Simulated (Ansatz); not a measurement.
`FC[TeH]` + `BC=O` → `O=CB[TeH]` + `CF`  (formal exchange of groups at a Te–C bond)

Computed with Ansatz on PBE0-D4/def2-TZVP structures; ΔE is electronic, products minus reactants. CCSD(T)/CBS is the MP2 limit (def2-TZVPP, def2-QZVPP) plus CCSD(T) − MP2 in def2-TZVPP, frozen cores. This one scheme is used for every species. DFT in def2-TZVPP. B3LYP here is the variant with VWN-RPA as its local correlation; programs differ in this. HSE06 is defined as in plane-wave codes. Elements past krypton have def2 core potentials. For Te outer-core shells are correlated without core-valence functions, which leaves a few kJ/mol of doubt a bond. Each species was taken in one conformer, which may not be the lowest.

```
             level  ΔE (kcal/mol)  difference from CCSD(T)/CBS
       LDA (SPW92)          -27.6                          2.3
           BLYP-D4          -27.1                          2.8
        r2SCAN0-D4          -30.4                         -0.5
          HSE06-D4          -30.2                         -0.3
           ωB97M-V          -28.1                          1.8
               PBE          -27.7                          2.2
              BLYP          -26.5                          3.4
              PBE0          -29.8                          0.1
             B3LYP          -28.3                          1.6
           r2SCANh          -29.3                          0.6
           r2SCAN0          -30.3                         -0.4
           LC-ωPBE          -28.7                          1.2
       HF/def2-SVP          -34.5                         -4.6
  CCSD(T)/def2-SVP          -32.8                         -2.9
SCS-MP2/def2-TZVPP          -29.9                          0.0
      HF/CBS(def2)          -31.3                         -1.4
       CCSD(T)/CBS          -29.9                            0
```

Largest T1 diagnostic among the species: 0.021, so the coupled-cluster value is less sure than usual.

In def2-TZVPP, CCSD(T) changes the Hartree–Fock value by +1.4 kcal/mol (the triples alone add +0.3 kcal/mol) and MP2 by +0.9 kcal/mol. Leaving LDA and LC-ωPBE aside and taking each functional with its dispersion term where it has one, the values, not all of them listed here, spread over 3.8 kcal/mol, from PBE-QIDH to BLYP-D4.
